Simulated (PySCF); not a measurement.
## Correlation energy of Be²⁺ (beryllium, charge +2)

1s2, closed-shell 1S. All numbers are calculated (PySCF 2.14, scalar relativity by spin-free X2C-1e, in jorge-DZP-DKH (4s2p1d, 15 functions)). Frozen: nothing; 2 electrons correlated.

Total MP2 correlation energy: -12.62 mhartree.

Same-spin part 0.00 and opposite-spin part -12.62 mhartree; SCS-MP2 scales them by 1/3 and 6/5 to -15.14 mhartree.

With two correlated electrons CCSD is exact within the correlated space (frozen core and kept virtual orbitals).

```csv
level,correlation energy (mhartree)
CCSD,-14.38
```

Diagnostics: T1 = 0.00062, D1 = 0.0009, largest double amplitude 0.022.

Cost of the coupled-cluster step: 0.03 s of wall time on 1 thread of Intel(R) Xeon(R) Platinum 8375C CPU @ 2.90GHz (shared host), for 2 correlated electrons.
